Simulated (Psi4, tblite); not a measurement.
Intermolecular potential of C4H4S ··· CH4S (SMILES c1ccsc1 and CS). Monomers: optimised at B3LYP-D3(BJ) (def2-TZVP), held rigid. Orientation: lowest of the rigid-body minima from ten starts at GFN2-xTB. The monomers approach along the line of their centres of mass (distance R); nothing else relaxes.

- GFN2-xTB (tblite)
- SAPT0/jun-cc-pVDZ, frozen core (Psi4)

Interaction energies in kcal/mol:

| R / Å | GFN2-xTB |
|---|---|
| 3.20 | 1.97 |
| 3.42 | -1.75 |
| 3.63 | -2.92 |
| 3.80 | -3.08 |
| 3.99 | -2.90 |
| 4.18 | -2.57 |
| 4.49 | -1.99 |
| 4.83 | -1.44 |
| 5.34 | -0.85 |
| 6.01 | -0.42 |
| 7.00 | -0.15 |
| 8.27 | -0.05 |

Predict the corresponding SAPT0/jun-cc-pVDZ column.

3.20: 7.41; 3.42: 1.21; 3.63: -1.44; 3.80: -2.33; 3.99: -2.61; 4.18: -2.52; 4.49: -2.08; 4.83: -1.56; 5.34: -1.00; 6.01: -0.57; 7.00: -0.29; 8.27: -0.14 (kcal/mol).
